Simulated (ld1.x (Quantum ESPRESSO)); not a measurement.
# boron (B): one change to a PAW potential, before and after

B (Z = 5), PAW, made with ld1.x (Quantum ESPRESSO) 7.5 (PBEsol, scalar-relativistic). Core [He], reference 2s2 2p1. Waves: 2s (bound): rcut 1.10, rcutus 1.30 bohr; 2s channel at -0.15 Ry: rcut 1.10, rcutus 1.30 bohr; 2p (bound): rcut 3.85, rcutus 4.15 bohr; 2p channel at 0.15 Ry: rcut 3.85, rcutus 4.15 bohr; 3d channel at -0.05 Ry: rcut 3.75, rcutus 4.40 bohr. Local part: all-electron potential smoothed inside 2.30 bohr (lloc = -2). Core correction: a·sin(br)/r model core inside 0.65 bohr. Augmentation charge: PSQ, inside the norm-conserving radii.

All-electron outer shells of the reference configuration (PBEsol, scalar-relativistic, ld1.x):

```json
{"shell": "1s", "level (eV)": "-179.55", "outermost node (bohr)": "–", "outermost maximum (bohr)": "0.21"}
{"shell": "2s", "level (eV)": "-9.36", "outermost node (bohr)": "0.46", "outermost maximum (bohr)": "1.52"}
{"shell": "2p", "level (eV)": "-3.56", "outermost node (bohr)": "–", "outermost maximum (bohr)": "1.59"}
```

Change: wave 2s channel at -0.15 Ry: rcut 1.10, rcutus 1.30 bohr becomes 2s channel at -0.56 Ry: rcut 1.10, rcutus 1.30 bohr.

Cutoffs: the cutoffs (Ry, on a coarse ladder) from which the occupation-weighted sum of valence levels, in a spherical-Bessel basis at the reference potential, stays within 10 and 1 mRy of its value at 400 Ry; they do not see the model core or the augmentation charge, which bear on the density cutoff. Errors are all-electron minus pseudo energies relative to the spin-unpolarised reference configuration.

Task: Predict the effect on cutoff, ghosts and configuration errors.

Result: The potential gets neither clearly harder nor softer (15 Ry and 21 Ry → 15 Ry and 21 Ry); of the 7 tests that both files solve, the error grows in 4 and shrinks in 1 by more than 15 % and 0.3 meV (median size 14.0 → 18.7 meV); neither file shows a bound ghost.

| quantity | base | changed |
| --- | --- | --- |
| cutoff, loose | 15 Ry | 15 Ry |
| cutoff, tight | 21 Ry | 21 Ry |
| bound ghosts | none | none |
| error for 2s2 2p0, meV [ΔE 8.14 eV] | +26 | +32 |
| error for 2s1 2p0, meV [ΔE 33.40 eV] | +16 | +20 |
| error for 2s2 2p0.5, meV [ΔE 2.86 eV] | +14 | +19 |
| error for 2s2 2p1.3, meV [ΔE -0.72 eV] | +1.8 | +1.3 |
| error for 2s0 2p3, meV [ΔE 11.66 eV] | -5.2 | -5.2 |
| error for 2s1 2p1, meV [ΔE 14.26 eV] | +24 | +36 |
| error for 2s1 2p2, meV [ΔE 5.82 eV] | +2.5 | +2.3 |
| s: phases at 4.76 bohr within 0.05 rad from the reference energy up to (Ry; the scan ends near 5) | 4.9 | 4.9 |
| p: phases at 4.76 bohr within 0.05 rad from the reference energy up to (Ry; the scan ends near 5) | 1.1 | 1.1 |
| d: phases at 4.76 bohr within 0.05 rad from the reference energy up to (Ry; the scan ends near 5) | 1.3 | 1.3 |
| lowest overlap eigenvalue by channel | s 0.29, p 0.18, d 0.85 | s 0.25, p 0.18, d 0.85 |
